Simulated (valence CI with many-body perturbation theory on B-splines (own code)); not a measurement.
I39+: calculated level list

Level of theory: valence CI with perturbative core correlation (CI+MBPT): four valence electrons over a frozen Dirac-Fock core [Ne], a basis of 11 s, 11 p, 10 d, 8 f, 5 g, 2 h functions for each j, with the one-electron correlation potential Σ1, the two-electron term Σ2, the three-electron term Σ3, Breit, model QED; selected CI, second order for the rest, scaled by the run's own slope (own B-spline code, finite nucleus).

No measured spectrum was set against this ion. As an estimate, large intervals hold to a few tenths of a per cent, small ones and those within an open d or f shell to about a per cent. Among the levels kept, up to 720 cm⁻¹ of a level comes from second order outside the variational space, and about a tenth of that is noise between levels of different J, which matters for small intervals.

Levels 1 to 45 of 171, with energies above the lowest level, (3s^2 3p1/2^2) J=0. "Leading %" is the weight of the configuration and term that name the level; weights of strongly mixed levels are sums over their largest components and can fall short. In the jj column 3d3/2^4 stands for four electrons in 3d with j = 3/2. Lifetimes count E1, E2, E3, M1 and M2 decay at the calculated energies, and are blank where another channel may lead or the interval is too uncertain; long ones can be off by a factor of two.

```tsv
No.	Configuration	Term	J	E (Ry)	Leading %	g	Lifetime	Leading jj
1	3s²3p²	³P	0	0.000	73			3s^2 3p1/2^2 (98 %)
2	3s²3p²	³P	1	4.940	99	1.496	478 ns	3s^2 3p1/2 3p3/2 (99 %)
3	3s²3p²	¹D	2	5.399	59	1.192	114 μs	3s^2 3p1/2 3p3/2 (98 %)
4	3s²3p²	³P	2	10.670	59	1.296	257 ns	3s^2 3p3/2^2 (98 %)
5	3s²3p²	¹S	0	11.674	72		172 ns	3s^2 3p3/2^2 (97 %)
6	3s3p³	⁵S°	2	12.211	41	1.631	124 ps	3s 3p1/2^2 3p3/2 (91 %)
7	3s3p³	³D°	1	13.638	42	0.957	11.2 ps	3s 3p1/2^2 3p3/2 (81 %)
8	3s²3p3d	³F°	2	15.473	70	0.775	932 ps	3s^2 3p1/2 3d3/2 (96 %)
9	3s3p³	⁵S°	2	16.419	36	1.484	1.81 ns	3s 3p1/2 3p3/2^2 (67 %)
10	3s3p³	³D°	3	17.046	42	1.230	181 ps	3s^2 3p1/2 3d5/2 (54 %)
11	3s²3p3d	³D°	1	17.374	50	0.920	1.88 ps	3s^2 3p1/2 3d3/2 (79 %)
12	3s²3p3d	³P°	2	18.192	29	1.221	6.69 ps	3s^2 3p1/2 3d5/2 (56 %)
13	3s3p³	³D°	3	18.308	50	1.199	12.7 ps	3s 3p1/2 3p3/2^2 (50 %)
14	3s3p³	³P°	0	18.502	89		14.0 ps	3s 3p1/2 3p3/2^2 (89 %)
15	3s3p³	³P°	1	19.070	42	1.239	7.70 ps	3s 3p1/2 3p3/2^2 (78 %)
16	3s3p³	¹D°	2	19.382	51	1.147	4.37 ps	3s 3p1/2 3p3/2^2 (64 %)
17	3s3p³	³S°	1	19.840	39	1.382	2.48 ps	3s 3p1/2 3p3/2^2 (90 %)
18	3s²3p3d	³P°	2	22.129	32	1.294	203 ps	3s^2 3p3/2 3d5/2 (70 %)
19	3s²3p3d	³F°	4	22.278	99	1.245	565 ns	3s^2 3p3/2 3d5/2 (99 %)
20	3s²3p3d	³D°	2	22.284	46	1.082	1.82 ps	3s^2 3p3/2 3d3/2 (75 %)
21	3s²3p3d	³P°	1	22.307	48	1.150	2.22 ps	3s^2 3p3/2 3d3/2 (83 %)
22	3s²3p3d	³D°	3	22.319	35	1.154	2.89 ps	3s^2 3p3/2 3d3/2 (79 %)
23	3s²3p3d	³P°	0	22.419	88		2.54 ps	3s^2 3p3/2 3d3/2 (88 %)
24	3s3p²3d	⁵F	1	22.897	55	0.351	61.3 ps	3s 3p1/2^2 3d3/2 (91 %)
25	3s3p²3d	⁵F	2	23.165	31	1.186	65.0 ps	3s 3p1/2^2 3d3/2 (84 %)
26	3s²3p3d	¹F°	3	24.108	54	1.143	4.06 ps	3s^2 3p3/2 3d5/2 (84 %)
27	3s²3p3d	¹P°	1	24.294	57	1.170	5.82 ps	3s^2 3p3/2 3d5/2 (82 %)
28	3s3p²3d	⁵D	3	24.635	28	1.377	19.8 ps	3s 3p1/2^2 3d5/2 (86 %)
29	3s3p³	³P°	2	24.855	35	1.322	2.91 ps	3s 3p3/2^3 (66 %)
30	3s3p²3d	³F	2	25.110	18	1.118	18.9 ps	3s 3p1/2^2 3d5/2 (64 %)
31	3s3p³	¹P°	1	26.081	40	1.142	1.81 ps	3s 3p3/2^3 (79 %)
32	3s3p²3d	³F	2	26.744	34	1.060	11.3 ps	3s 3p1/2 3p3/2 3d3/2 (47 %)
33	3s3p²3d	⁵D	0	27.007	58		31.5 ps	3s 3p1/2 3p3/2 3d3/2 (77 %)
34	3s3p²3d	⁵D	1	27.181	58	1.223	91.5 ps	3s 3p1/2 3p3/2 3d3/2 (96 %)
35	3s3p²3d	⁵F	3	27.386	48	1.187	61.1 ps	3s 3p1/2 3p3/2 3d3/2 (87 %)
36	3s3p²3d	⁵F	2	27.443	31	1.206	7.68 ps	3s 3p1/2 3p3/2 3d3/2 (57 %)
37	3p⁴	¹S	0	27.594	31		7.13 ps	3p1/2^2 3p3/2^2 (53 %)
38	3s3p²3d	⁵F	4	27.983	58	1.251	209 ps	3s 3p1/2 3p3/2 3d3/2 (65 %)
39	3s3p²3d	⁵D	4	28.284	55	1.386	663 ps	3s 3p1/2 3p3/2 3d5/2 (85 %)
40	3s3p²3d	³F	2	28.757	64	0.913	7.07 ps	3s 3p1/2 3p3/2 3d3/2 (60 %)
41	3s3p²3d	⁵P	3	28.823	47	1.419	4.24 ps	3s 3p1/2 3p3/2 3d3/2 (50 %)
42	3s3p²3d	⁵P	2	29.165	42	1.515	4.11 ps	3s 3p1/2 3p3/2 3d3/2 (58 %)
43	3s3p²3d	⁵F	5	29.201	58	1.310	147 ps	3s 3p1/2 3p3/2 3d5/2 (94 %)
44	3s3p²3d	⁵P	1	29.266	38	1.784	3.07 ps	3s 3p1/2 3p3/2 3d3/2 (84 %)
45	3s3p²3d	³P	2	29.298	27	1.278	4.52 ps	3s 3p1/2 3p3/2 3d5/2 (51 %)
```

The ionisation energy to 3s²3p ²P°1/2 of the next ion comes out as 2837.9 eV (NIST: 2836 ± 4 eV (theoretical)). All 171 levels together are meant to be complete up to 46.476 Ry.
